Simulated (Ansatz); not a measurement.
Consider the silylene formation by 1,1-elimination: `C[SiH2]C[SiH2]F` → `C[SiH2]C` + `F[SiH]`.

Computed with Ansatz on PBE0-D4/def2-TZVP structures; ΔE is electronic, products minus reactants. CBS: MP2 limit from def2 TZ/QZ plus the TZ coupled-cluster correction, frozen cores. This one scheme is used for every species. DFT in def2-TZVPP. One conformer a species, not always the lowest.

```json
{"level": "BHLYP-D4", "ΔE (kJ/mol)": "221.9"}
{"level": "CAM-B3LYP-D4", "ΔE (kJ/mol)": "214.2"}
{"level": "PBE-QIDH", "ΔE (kJ/mol)": "233.2"}
{"level": "r2SCANh", "ΔE (kJ/mol)": "232.5"}
```

What does CCSD(T)/CBS give? (An estimate is asked.)

Ansatz gave: +217.1 kJ/mol. The listed levels differ from it by 4.8, -2.9, 16.1, 15.4 kJ/mol.

Largest T1 diagnostic among the species: 0.015.

From r2SCAN to r2SCAN0 (25 % exact exchange), in def2-TZVPP and without D4, ΔE moves by +4.7 kJ/mol. Leaving LDA and LC-ωPBE aside and taking each functional with its dispersion term where it has one, the values, not all of them listed here, spread over 47.2 kJ/mol, from BLYP-D4 to r2SCAN0-D4. LDA lies +35.2 kJ/mol from PBE without D4. At CCSD(T), def2-SVP lies −18.5 kJ/mol from the extrapolated value and def2-TZVPP −5.7 kJ/mol.

CCSD(T)/CBS has its own doubt, a few kJ/mol and more with outer-core shells, so smaller differences from it don't rank the levels.
